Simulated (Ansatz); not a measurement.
Process, species as SMILES: O (H2O) → [OH-] + H+
Structures are relaxed separately at B3LYP-D3(BJ)/def2-TZVP in Ansatz (an electronic-structure program).
Geometry of the first species:
```xyz
3

O      0.0070     0.0013     0.1167
H     -0.0500     0.7593    -0.4742
H     -0.0062    -0.7700    -0.4592
```

Wanted: gas-phase deprotonation energy (electronic energy difference), in kcal/mol. Correlated levels leave the core frozen unless marked. Spin-orbit coupling is left out. No relativistic terms. FCI takes restricted orbitals. Anions need diffuse functions: aug- sets have them; def2-D sets add few; the other sets have none. CBS(X,Y): correlation extrapolated as X^-3; Hartree-Fock from the larger set. The bracket is a focal-point correction in the basis named.

| level | program | gas-phase deprotonation energy (kcal/mol) | minus last row |
|---|---|---|---|
| HF/aug-cc-pVDZ | Ansatz | 405.0 | 7.8 |
| MP2/aug-cc-pVDZ | Ansatz | 391.5 | -5.7 |
| MP2/def2-QZVPPD | Ansatz | 394.2 | -3.0 |
| CCSD/6-31G | Ansatz | 425.3 | 28.1 |
| CCSD/def2-SVP | Ansatz | 440.3 | 43.1 |
| CCSD/aug-cc-pVTZ | Ansatz | 399.5 | 2.3 |
| CCSD(T)/def2-TZVPPD | Ansatz | 397.8 | 0.6 |
| FCI/6-31G | Ansatz | 425.4 | 28.2 |
| RI-MP2/CBS(def2-TZVPPD,def2-QZVPPD)+[CCSD(T)-MP2]/def2-SVPD | Ansatz | 397.7 | 0.5 |
| CCSD(T)/CBS(aug-cc-pVTZ,aug-cc-pVQZ) | Ansatz | 397.2 | 0.0 |
